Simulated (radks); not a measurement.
Results of a calculation; reference values are marked as such.
The nuclear charge of the tin ion Sn2+ is varied continuously with 48 electrons held in [Kr] 4d10 5s2. Level of theory: scalar-relativistic Kohn-Sham, PBEsol, spin-unpolarised, spherical densities, finite nucleus; Fermi nuclear charge, rms radius 4.6519 fm (a radial shooting solver on a logarithmic mesh with Libxc functionals). By the Hellmann-Feynman theorem dE/dZ = E(electron-nucleus)/Z, the electronic potential at the nucleus (averaged over a nucleus of fixed radius). The scalar-relativistic energy here is not variational (the density holds large components alone), so the two differ by a part that grows with Z.

\begin{tabular}{lrrrrr}
Z & E (hartree) & E(electron-nucleus)/Z (hartree) & HOMO & e(HOMO) (eV) & <r> HOMO (bohr) \\ \hline
49.6 & -6054.57654 & -294.757 & 5s & -21.482 & 2.302 \\
49.8 & -6113.88632 & -296.386 & 5s & -23.788 & 2.254 \\
50 & -6173.52486 & -298.016 & 5s & -26.160 & 2.208 \\
50.2 & -6233.49232 & -299.646 & 5s & -28.597 & 2.165 \\
50.4 & -6293.78885 & -301.277 & 5s & -31.099 & 2.125 \\
50.6 & -6354.41465 & -302.909 & 5s & -33.664 & 2.086 \\
50.8 & -6415.36991 & -304.542 & 5s & -36.291 & 2.050 \\
51 & -6476.65484 & -306.176 & 5s & -38.979 & 2.015 \\
\end{tabular}

The central difference of E at Z = 50 is -299.015 hartree, to compare with the third column; the second derivative is -8.22 hartree.
